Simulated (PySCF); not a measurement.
Stretching BiSe⁻

Set-up: Bi aug-cc-pVDZ-PP with ECP60, Se aug-cc-pVDZ-PP with ECP10; scalar-relativistic core potentials (PySCF 2.14). Energies in eV from Bi + Se⁻ in their ground configurations at the same level. All curves are PBE0. state 1: ³Σ⁻ (triplet), unpaired electrons π ↑↑; state 2: Ms = 0 determinant of mixed spin (⟨S²⟩ near 1.0), unpaired electrons π ↑↓, a mixture of terms (⟨Lz²⟩ = 2.0), a second solution, started from another occupation; state 3: singlet, one real π or δ orbital doubly filled, a mixture of terms (⟨Lz²⟩ = 2.0), a second solution, started from another occupation; state 4: ⁵Π (quintet), unpaired electrons σ ↑, π ↑↑↑, a second solution, started from another occupation.

```json
{"R (Å)": "2.192", "state 1": "-1.441", "state 2": "-1.233", "state 3": "-0.681", "state 4": "3.0330"}
{"R (Å)": "2.294", "state 1": "-2.157", "state 2": "-1.946", "state 3": "-1.383", "state 4": "1.9292"}
{"R (Å)": "2.396", "state 1": "-2.541", "state 2": "-2.326", "state 3": "-1.754", "state 4": "1.1379"}
{"R (Å)": "2.473", "state 1": "-2.673", "state 2": "-2.456", "state 3": "-1.877", "state 4": "0.6918"}
{"R (Å)": "2.549", "state 1": "-2.708", "state 2": "-2.488", "state 3": "-1.904", "state 4": "0.3404"}
{"R (Å)": "2.626", "state 1": "-2.670", "state 2": "-2.448", "state 3": "-1.858", "state 4": "0.0647"}
{"R (Å)": "2.727", "state 1": "-2.540", "state 2": "-2.314", "state 3": "-1.718", "state 4": "-0.2099"}
{"R (Å)": "2.855", "state 1": "-2.295", "state 2": "-2.063", "state 3": "-1.460", "state 4": "-0.4405"}
{"R (Å)": "3.008", "state 1": "-1.941", "state 2": "-1.699", "state 3": "-1.089", "state 4": "-0.5989"}
{"R (Å)": "3.212", "state 1": "-1.453", "state 2": "-1.183", "state 3": "-0.807", "state 4": "-0.6811"}
```

Task: Put a parabola through the three lowest points of the state 1 curve and estimate Re, k and ωe (reduced mass 57.81 u; 1 eV/Å² = 0.16022 mdyn/Å; ωe = 1302.8·√(k/μ) cm⁻¹).

Result: Through R = 2.473, 2.549, 2.626 Å the second-order coefficient is 6.24 eV/Å², so Re ≈ 2.548 Å, k ≈ 2.00 mdyn/Å and ωe ≈ 242 cm⁻¹. A polynomial fit of higher order to the unrounded PBE0 energies gives Re = 2.544 Å, k = 2.01 mdyn/Å, ωe = 243 cm⁻¹; anharmonicity and rounding make the difference.

The higher-order fit for each curve: state 1: Re = 2.544 Å, ωe = 243 cm⁻¹, De = 2.71 eV; state 2: Re = 2.541 Å, ωe = 245 cm⁻¹, minimum 2.49 eV below the ground-state fragments; state 3: Re = 2.536 Å, ωe = 246 cm⁻¹, minimum 1.90 eV below the ground-state fragments; state 4: Re = 3.299 Å, ωe = 83.9 cm⁻¹, minimum 0.69 eV below the ground-state fragments.

⟨S²⟩ of the unrestricted solution departs from its pure value on part of the curve, where spin states mix. Spin–orbit coupling is left out, which matters for elements this heavy, above all for dissociation energies. For an ion De counts to the pair picked by the measured ionisation energies or electron affinities, which need not be the lowest pair at this level. The highest Kohn–Sham level is positive in this anion. Much of that is self-interaction error, but it also means that the finite basis helps to hold the extra electron. The state was picked by a PBE0 search and need not be the measured ground state.
